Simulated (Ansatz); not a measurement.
Reaction (hydrogenolysis of the Si–Si bond): `C[SiH2][SiH2]O` + H₂ → silanol + `C[SiH3]`

Program: Ansatz. Geometries: PBE0-D4/def2-TZVP. ΔE: electronic, gas phase. CCSD(T)/CBS is the MP2 limit (def2-TZVPP, def2-QZVPP) plus CCSD(T) − MP2 in def2-TZVPP, frozen cores. This one scheme is used for every species. DFT in def2-TZVPP. B3LYP here is the variant with VWN-RPA as its local correlation; programs differ in this. HSE06 is defined as in plane-wave codes. One conformer a species, not always the lowest.

```csv
level,ΔE (kJ/mol),difference from CCSD(T)/CBS
LDA (SPW92),-15.5,12.7
PBE-D4,-11.0,17.2
revPBE-D4,-8.8,19.4
BLYP-D4,-21.0,7.2
B97M-V,-26.3,1.9
PBE0-D4,-18.6,9.6
B3LYP-D4,-26.9,1.3
r2SCAN0-D4,-25.9,2.3
HSE06-D4,-18.7,9.5
BHLYP-D4,-35.4,-7.2
CAM-B3LYP-D4,-34.6,-6.4
ωB97X-V,-29.3,-1.1
ωB97M-V,-32.5,-4.3
B2PLYP,-36.5,-8.3
PBE-QIDH,-29.6,-1.4
PBE,-18.0,10.2
revPBE,-20.0,8.2
BLYP,-34.1,-5.9
PBE0,-25.0,3.2
B3LYP,-38.0,-9.8
r2SCANh,-25.2,3.0
r2SCAN0,-28.4,-0.2
HSE06,-24.9,3.3
BHLYP,-46.2,-18.0
LC-ωPBE,-30.4,-2.2
RPA@PBE/def2-TZVPP,-35.2,-7.0
HF/def2-SVP,-66.4,-38.2
MP2/def2-SVP,-42.1,-13.9
CCSD(T)/def2-SVP,-42.7,-14.5
HF/def2-TZVPP,-62.0,-33.8
MP2/def2-TZVPP,-32.1,-3.9
SCS-MP2/def2-TZVPP,-39.1,-10.9
CCSD/def2-TZVPP,-37.2,-9.0
CCSD(T)/def2-TZVPP,-31.6,-3.4
HF/def2-QZVPP,-62.4,-34.2
MP2/def2-QZVPP,-30.4,-2.2
SCS-MP2/def2-QZVPP,-37.3,-9.1
HF/CBS(def2),-62.5,-34.3
MP2/CBS(def2),-28.7,-0.5
CCSD/CBS(def2),-33.8,-5.6
CCSD(T)/CBS,-28.2,0
```

Largest T1 diagnostic among the species: 0.012.

From r2SCAN to r2SCAN0 (25 % exact exchange), in def2-TZVPP and without D4, ΔE moves by −5.3 kJ/mol. Leaving LDA and LC-ωPBE aside and taking each functional with its dispersion term where it has one, the values spread over 27.7 kJ/mol, from B2PLYP to revPBE-D4.
